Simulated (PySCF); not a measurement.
## Frontier orbitals and the lowest excitations

Compound: C₂H₈AsB.
Z-matrix (Å and degrees, PBE0-D3(BJ)/def2-SVP geometry), rows numbered from 1:
```
B 
As  1  1.9649
C   2  1.9749  1  106.31
C   3  1.5182  2  112.75  1  -179.82
H   1  1.2071  2  119.57  3   148.96
H   1  1.2085  2  119.52  3   -41.25
H   2  1.5163  1  102.19  3  -105.67
H   3  1.1016  2  105.11  1    58.76
H   3  1.0994  2  109.05  1   -55.65
H   4  1.1019  3  110.84  2  -177.66
H   4  1.1014  3  111.59  2    62.83
H   4  1.1009  3  111.68  2   -57.47
```

The calculation used TDDFT CAM-B3LYP/def2-SVPD, vertical, gas phase, core orbitals frozen in the response (PySCF 2.14.0, density-fitted response routines). Relativistic effects, spin–orbit coupling among them, are left out although an element past zinc is present.

Kohn–Sham orbitals with the atoms that hold most of them (Löwdin shares over 4%, at most four atoms; ? is withheld):

| orbital | ε (eV) | atoms |
| --- | --- | --- |
| LUMO+2 | 1.48 | B1 38%, C4 14%, As2 10%, H6 5% |
| LUMO+1 | 1.11 | B1 27%, As2 20%, C3 11%, H7 10% |
| LUMO | -0.73 | ? |
| HOMO | ? | As2 58%, B1 18%, C3 10%, H7 6% |
| HOMO-1 | -9.92 | ? |
| HOMO-2 | -10.58 | As2 28%, B1 22%, H7 21%, H6 12% |
| HOMO-3 | -11.41 | B1 19%, C4 17%, C3 16%, H11 9% |

Q: Give the leading atoms of the HOMO-1.

A: As2 (bonded to B, C and H) 26%; C3 (bonded to As, C and 2 H) 22%; B1 (bonded to As and 2 H) 18%; C4 (bonded to C and 3 H) 12%. By element: carbon 35%, arsenic 26%, boron 18%.

Q: Give the leading atoms of the LUMO.

A: B1 (bonded to As and 2 H) 51%; As2 (bonded to B, C and H) 21%; H6 (bonded to B) 9%; H5 (bonded to B) 9%. By element: boron 51%, arsenic 21%, hydrogen 18% or more.

Q: What is the HOMO energy, and the HOMO–LUMO gap?

A: ε(HOMO) = -8.06 eV; the gap is 7.34 eV (0.2696 hartree).

Q: How does S1 compare with the orbital gap of 7.34 eV?

A: S1 is at 4.21 eV (f = 0.083), 3.13 eV below the gap, made of HOMO→LUMO (89%). Without the coupling terms of the response equations the lowest excitation would equal the gap.

Q: Give energy, strength and leading configuration of S1, S2 and S4, and follow the Löwdin shares of the leading atoms from the occupied to the empty orbital.

A: 
- S1 (4.21 eV, f 0.083), HOMO→LUMO (89%): As2 58% → 21%, B1 18% → 51%
- S2 (5.59 eV, f 0.065), HOMO-1→LUMO (82%): As2 26% → 21%, C3 22% → at most 9%, B1 18% → 51%
- S4 (6.08 eV, f 0.048), HOMO→LUMO+1 (78%): As2 58% → 20%, B1 18% → 27%

Time: 48 s. Hardware: one thread of an Arm Neoverse V1, shared host.

One conformer stands for the species.
